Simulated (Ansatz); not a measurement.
```yaml
crystal:
  periodic: [false, false, false]
  atoms:
    - {symbol: Sn, position_ang: [2.244415, 0.070987, 0.341568]}
    - {symbol: Sn, position_ang: [-2.336811, 0.320285, 0.196937]}
    - {symbol: Sn, position_ang: [-0.121784, -1.436461, 0.256621]}
    - {symbol: Sn, position_ang: [-1.365210, 2.278354, -1.612156]}
    - {symbol: H, position_ang: [-3.814998, -0.411685, -0.350291]}
    - {symbol: H, position_ang: [2.840588, 0.340111, -1.255577]}
    - {symbol: H, position_ang: [0.279340, 1.910763, -2.149269]}
    - {symbol: H, position_ang: [-0.185158, -2.421441, -1.168157]}
    - {symbol: H, position_ang: [3.456245, -0.756500, 1.260613]}
    - {symbol: H, position_ang: [-2.667156, 1.003309, 1.760817]}
    - {symbol: H, position_ang: [-0.257542, -2.493037, 1.631143]}
    - {symbol: H, position_ang: [1.928081, 1.595326, 1.087739]}
basis:
  gaussian: {orbitals: def2-TZVP, initial_orbitals: start.molden}
magnetization: {spin_polarized: true, initial_magnetization: 2}
hamiltonian: {xc: {name: wB97M-V}}
scf: {omitted_lower_state_checks: [starts]}
output: {orbitals: {seedname: orbitals}}
```

The file start.molden holds the orbitals of an earlier run on this structure, at another level or in another basis.

```sh
$ ansatz run in.yaml --threads 4 --pin off --events-out ev --progress --plain --max-ram 4787MiB
```

(1) Does this run fit into the memory that it is given?

Answers

(1) No. It has 248 basis functions, and Ansatz plans for 4.94 GiB where 4.67 GiB are given.
